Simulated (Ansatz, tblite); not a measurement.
X3Ti-Y-SiH3: gap (eV) at several levels, gas phase, relaxed structures; Ansatz, xTB through tblite. Singlets are spin-restricted. Names give formal oxidation states. The structures are stationary points that may keep the symmetry of their start.

| species | state | geometry | GFN1-xTB | PBE-D4/def2-SVP | PBE-D4/def2-TZVP | r2SCAN-D4/def2-TZVP | B3LYP-D4/6-31G |
| --- | --- | --- | --- | --- | --- | --- | --- |
| (F)3Ti-O-SiH3 (TiSiOF3H3) | singlet | r2SCAN-D4/def2-SVP | 2.35 | 4.87 | 4.83 | 5.21 | 6.74 |
| (Cl)3Ti-S-SiH3 (TiSiH3SCl3) | singlet | PBE-D4/def2-SVP | 1.90 | 2.57 | 2.61 | 2.91 | 4.10 |
| (OH)3Ti-NH-SiH3 (TiSiNO3H7) | singlet | r2SCAN-D4/def2-SVP | 2.47 | 3.92 | 3.90 | 4.30 | 5.64 |

**Question.** Estimate the column for PBE0-D4/def2-TZVP.

**Answer.** (F)3Ti-O-SiH3 (TiSiOF3H3) 7.20; (Cl)3Ti-S-SiH3 (TiSiH3SCl3) 4.62; (OH)3Ti-NH-SiH3 (TiSiNO3H7) 6.27.

Over the 3 species that have every level, the mean is 2.24 at GFN1-xTB, 3.79 at PBE-D4/def2-SVP, 3.78 at PBE-D4/def2-TZVP, 4.14 at r2SCAN-D4/def2-TZVP, 5.49 at B3LYP-D4/6-31G, 6.03 at PBE0-D4/def2-TZVP. Orbital gaps grow with the share of exact exchange and aren't one observable across functionals.
